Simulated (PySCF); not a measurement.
How a change of structure moves an absorption spectrum

The calculation used PySCF 2.14.0, density-fitted response routines, TDDFT B3LYP/def2-SVPD, vertical, gas phase, core orbitals frozen in the response, def2 core potentials past Kr. Geometries: PBE0-D3(BJ)/def2-SVP; one conformer of each isolated species. Triplets are in the Tamm–Dancoff approximation. Atoms past krypton carry core potentials; spin–orbit coupling is left out.

Parent: W(NH)2Cl2, `[NH]=[W](=[NH])([Cl])[Cl]`, with lowest singlet excitation energy 4.23 eV, LUMO energy -2.69 eV, HOMO energy -8.11 eV, S1–T1 gap 0.41 eV, HOMO–LUMO gap 5.42 eV. Its spectrum: 293 nm (f 0.007); 271 nm (f 0.014); 270 nm (f 0.000); 254 nm (f 0.010); 239 nm (f 0.000).

(1) Give the shifts from the parent for: ligand (both): Cl to NMe2 (`C[N](C)[W](=[NH])(=[NH])[N](C)C`); ligand (both): Cl to Br (`[NH]=[W](=[NH])([Br])[Br]`); ligand (both): Cl to CH2SiH3 (`[NH]=[W](=[NH])([CH2][SiH3])[CH2][SiH3]`); ligand (both): Cl to OMe (`C[O][W](=[NH])(=[NH])[O]C`); ligand (both): Cl to Me (`[CH3][W]([CH3])(=[NH])=[NH]`).

Results:

(1) 

```
                      change                                   SMILES  Δ S1 (eV)  Δ LUMO (eV)  Δ HOMO (eV)  Δ S1−T1 (eV)  Δ gap (eV)
   ligand (both): Cl to NMe2          C[N](C)[W](=[NH])(=[NH])[N](C)C      -0.07        +2.16        +2.38         +0.01       -0.21
     ligand (both): Cl to Br                [NH]=[W](=[NH])([Br])[Br]      -0.31        -0.15        +0.21         -0.10       -0.36
ligand (both): Cl to CH2SiH3  [NH]=[W](=[NH])([CH2][SiH3])[CH2][SiH3]      -0.18        +0.79        +0.92         -0.20       -0.14
    ligand (both): Cl to OMe                C[O][W](=[NH])(=[NH])[O]C      +0.53        +1.70        +1.22         +0.23       +0.48
     ligand (both): Cl to Me              [CH3][W]([CH3])(=[NH])=[NH]      -0.24        +0.87        +1.00         -0.17       -0.13
```

S1 falls most with ligand (both): Cl to Br (-0.31 eV), and it rises most with ligand (both): Cl to OMe (+0.53 eV). S1 is simply the lowest singlet of each species and needn't be the same kind of state throughout. Over these 5 changes the shifts of S1 and of the HOMO–LUMO gap correlate with r = 0.96.
